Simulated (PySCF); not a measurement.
I³⁹⁺ (iodine, charge +39): Hartree-Fock from Schrödinger to Dirac-Coulomb-Breit

Occupied: 1s1/2, 2s1/2, 2p1/2, 2p3/2, 3s1/2, 3p1/2. Hartree-Fock calculated with PySCF 2.14 in an even-tempered Gaussian basis (17 s from 3.6 bohr⁻², ratio 2.7; 13 p from 4.3 bohr⁻², ratio 2.7), Gaussian nucleus throughout. NR is non-relativistic, sf-X2C the spin-free one-electron X2C Hamiltonian, X2C adds the bare one-electron spin-orbit term, X2C-SNSO screens it by Boettger's factors, DC is four-component Dirac-Coulomb, and the Gaunt and Breit terms are added at first order (total energies over the DC spinors, levels after relaxing the spinors in that mean field). QED terms are absent. Levels marked empty are virtual spinors of this ion; the basis has s and p functions only, so 3d, which can lie below the n = 4 levels, is absent.

```csv
Hamiltonian,E (hartree),E − E(DC) (hartree),CPU seconds
X2C,-5787.5746,1.4232,0.22
X2C-SNSO,-5787.2631,1.7347,0.22
DC,-5788.9978,0.0000,9.2
DC+Gaunt,-5783.7894,5.2083,16
DC+Breit,-5784.2632,4.7346,44
```

**Question.** Give the 2p spin-orbit interval with each Hamiltonian that has one.

**Answer.** X2C 332.9; X2C-SNSO 320.1; DC 318.9; DC+Gaunt 314.6; DC+Breit 314.6 (eV).

```json
{"level (eV)": "1s1/2", "X2C": "-35718.9", "X2C-SNSO": "-35719.4", "DC": "-35748.1", "DC+Gaunt": "-35665.7", "DC+Breit": "-35671.3"}
{"level (eV)": "2s1/2", "X2C": "-7515.5", "X2C-SNSO": "-7515.7", "DC": "-7519.1", "DC+Gaunt": "-7511.0", "DC+Breit": "-7511.5"}
{"level (eV)": "2p1/2", "X2C": "-7218.2", "X2C-SNSO": "-7209.2", "DC": "-7210.6", "DC+Gaunt": "-7196.5", "DC+Breit": "-7198.0"}
{"level (eV)": "2p3/2", "X2C": "-6885.3", "X2C-SNSO": "-6889.1", "DC": "-6891.7", "DC+Gaunt": "-6881.9", "DC+Breit": "-6883.4"}
{"level (eV)": "3s1/2", "X2C": "-2937.0", "X2C-SNSO": "-2937.0", "DC": "-2937.9", "DC+Gaunt": "-2935.9", "DC+Breit": "-2936.1"}
{"level (eV)": "3p1/2", "X2C": "-2838.5", "X2C-SNSO": "-2836.3", "DC": "-2836.7", "DC+Gaunt": "-2833.2", "DC+Breit": "-2833.7"}
{"level (eV)": "3p3/2 (empty)", "X2C": "-2678.2", "X2C-SNSO": "-2679.2", "DC": "-2679.7", "DC+Gaunt": "-2677.4", "DC+Breit": "-2677.9"}
{"level (eV)": "4s1/2 (empty)", "X2C": "-1500.3", "X2C-SNSO": "-1500.3", "DC": "-1500.6", "DC+Gaunt": "-1499.9", "DC+Breit": "-1500.0"}
```

Weight of the small component: 1s1/2 0.0381, 2s1/2 0.00844, 2p1/2 0.00838, 2p3/2 0.00796, 3s1/2 0.00311, 3p1/2 0.00307, 3p3/2 0.00293, 4s1/2 0.00143.

Koopmans' value for the highest occupied level at DC+Breit: 2833.7 eV, against an ionisation energy of 2836 ± 4 eV (theoretical estimate listed by NIST; NIST Atomic Spectra Database, ionization energies); the former lacks relaxation, correlation, QED and recoil.

The whole ladder took 71 s of wall time on 1 thread of Neoverse-V1 (shared host), launched as `OMP_NUM_THREADS=1 python relrun2.py TASK.json OUT` (a driver that calls PySCF for each Hamiltonian).

Dirac-Coulomb iterations, started from the X2C spinors:

```
with_ssss True, with_gaunt False, with_breit False
light speed = 137.03599967994
init E= -5770.57541408148
cycle= 1 E= -5788.99726174416  delta_E= -18.4  |g|= 1.22  |ddm|= 0.111
cycle= 2 E= -5788.9977605043  delta_E= -0.000499  |g|= 0.0187  |ddm|= 0.0102
cycle= 3 E= -5788.99776142529  delta_E= -9.21e-07  |g|= 0.00081  |ddm|= 0.000669
cycle= 4 E= -5788.99776142713  delta_E= -1.84e-09  |g|= 3.8e-06  |ddm|= 2.4e-05
```
